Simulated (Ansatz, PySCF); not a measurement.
Stretching the H–H spacing in H4 chain (multiplicity 1 held). Energies count from the point at 0.900 Å.
Geometry at that point (charge 0, multiplicity 1):
```csv
atom,x (Å),y (Å),z (Å)
H,0.0000,0.0000,0.0000
H,0.0000,0.0000,0.9000
H,0.0000,0.0000,1.8000
H,0.0000,0.0000,2.7000
```

Unrestricted levels (U-) break spin symmetry where that is lower. Levels need not reach the same state.

Rows in 6-31G* carry no dispersion term and start afresh at each structure (6-31G* with six Cartesian d functions).

The values were computed with Ansatz (a program for electronic structure) with Gaussian orbitals; PySCF for 6-31G* rows. Values without a source in brackets are computed.

Question: Give the energy at R = 3.600 Å at the level U-wB97X-V/cc-pVTZ.

Answer: 7.56 eV

Question: Estimate the energy at R = 3.600 Å that U-B3LYP/cc-pVTZ returns for this input.

Answer: 7.89 eV

Question: What is the computed energy at R = 3.600 Å (R-B3LYP/6-31G*)?

Answer: 12.75 eV

Doubts at one or more of the structures used: a restricted determinant that unrestricted orbitals would lower (R-B3LYP/6-31G*); a spin-contaminated determinant (U-B3LYP/cc-pVTZ, U-wB97X-V/cc-pVTZ).
